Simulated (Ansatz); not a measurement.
Mulliken charges of C$_{2}$H$_{6}$FIn, SMILES `[CH3][In]([CH3])[F]` from B3LYP/def2-TZVPP in Ansatz (PBE0-D4/def2-TZVP geometry).

```tsv
atom	x (Å)	y (Å)	z (Å)	charge (e)
C1	-0.920	1.810	-0.265	-0.527
In2	-0.215	-0.125	0.285	0.883
C3	1.232	-1.629	-0.146	-0.527
F4	-1.345	-0.780	1.773	-0.530
H5	-0.341	2.246	-1.078	0.116
H6	-1.965	1.726	-0.566	0.117
H7	-0.868	2.459	0.610	0.117
H8	1.897	-1.342	-0.959	0.116
H9	1.817	-1.815	0.756	0.117
H10	0.708	-2.549	-0.409	0.117
```

By hand: the dipole of these point charges (1 e Å = 4.8032 D).

Σ q r = (0.503, 0.292, -0.662) e Å, of length 0.881 e Å = 4.23 D.

How does the dipole of the full density compare? (An estimate is asked.)

The calculation gave: (0.435, 0.252, -0.572) e Å, 3.66 D; the point charges give 1.16 times that, at 0° from its direction.

Point charges leave out the atoms' own dipoles, such as those of lone pairs, and Mulliken's split depends on the basis, so the two needn't agree.

B3LYP here is the variant with VWN-RPA as its local correlation; programs differ in this.
